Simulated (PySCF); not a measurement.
Work out the structure from these simulated measurements.

Elements present: C, H, N, O and Si. Monoisotopic mass: 119.0223 u.

| Quantity | Value |
| --- | --- |
| Polarisability | 90.3 au [CAM-B3LYP/def2-SVPD] |
| NMR, other nuclei | isotropic shieldings of nuclei other than C and H, by class: 147 (1 N), -91 (1 O), 395 (2 Si) ppm [GIAO CAM-B3LYP/pcSseg-2] |
| UV, first state | lowest singlet excitation: 5.77 eV (215 nm, f = 0.002) [TDDFT CAM-B3LYP/def2-SVPD] |
| Rotational structure | rotational constants A, B, C: 2.354, 2.065, 1.260 GHz [PBE0-D3(BJ)/def2-SVP] |
| 1H NMR | chemical shifts (computed TMS as zero) by class: 4.89 (1 H), 4.73 (1 H), 4.01 (6 H), 1.58 (1 H) ppm [GIAO CAM-B3LYP/pcSseg-2] |
| Valence photoelectron | vertical ionisation energy: 9.85 eV [ΔSCF CAM-B3LYP/def2-SVPD] |
| UV, strongest line | among the 10 lowest singlet transitions: S4 at 7.53 eV (165 nm, f = 0.094) [TDDFT CAM-B3LYP/def2-SVPD] |
| Dipole | 3.89 D [CAM-B3LYP/def2-SVPD] |
| Triplet | lowest triplet excitation (Tamm–Dancoff): 5.31 eV [TDA CAM-B3LYP/def2-SVPD] |
| 13C NMR | chemical shifts (computed TMS as zero) by class: 184.4 (1 C), 16.3 (1 C) ppm [GIAO CAM-B3LYP/pcSseg-2] |

The electronic properties come from PySCF, for the isolated species, density fitting. Levels stand in brackets. Isolated species at its PBE0-D3(BJ)/def2-SVP geometry (one conformer only). NMR values are class means; diastereotopic atoms form classes of their own.

Q: Which formula fits the mass and the elements?

A: C2H9NOSi2 (calculated 119.0223). No other formula that holds each of these elements comes within 0.0003 u with a fitting electron parity and a possible valence count.

Q: What is the compound? Reason from the data.

A: Numbering: `[NH2:1][C:2](=[O:3])[CH:4]([SiH3:5])[SiH3:6]`. Its formula, C2H9NOSi2, gives 1 degree of unsaturation: 0 rings and 1 π bond in the structure found. 2 carbons fall into 2 classes; from least to most shielded: amide carbonyl carbon [C2] (184.4 ppm), sp3 carbon bound to silicon [C4] (16.3 ppm). Hydrogen classes from least to most shielded: 1 H on an amide nitrogen, N1 (4.89 ppm), 1 H on an amide nitrogen, N1 (4.73 ppm), 6 H on 2 SiH3 silicons, Si5/Si6 (4.01 ppm), 1 H on an sp3 carbon bound to silicon, C4 (1.58 ppm). The other shieldings belong to: 147 ppm, amide nitrogen [N1]; -91 ppm, amide oxygen [O3]; 395 ppm, SiH3 silicon [Si5/Si6]. The first electron is taken from the HOMO, whose largest Löwdin shares are 0.66 on the amide oxygen, 0.11 on the sp3 carbon bound to silicon, 0.09 on the amide carbonyl carbon and 0.05 on the amide nitrogen. The optimised geometry has point group C1 and is an asymmetric top. Structure: `NC(=O)C([SiH3])[SiH3]`. Computed isomers that give other values at the same levels: `CC(=O)N([SiH3])[SiH3]` (rotational constant A: 2.471 GHz; this holds for the one conformer computed). The assignments are read from this structure; whether some other isomer fits the data as well wasn't checked.

Conformer computed: `[NH2:1][C:2](=[O:3])[CH:4]([SiH3:5])[SiH3:6]`: N1–C2–C4–Si5 163°, H–N1–C2–O3 -178°, H–N1–C2–O3 0°.
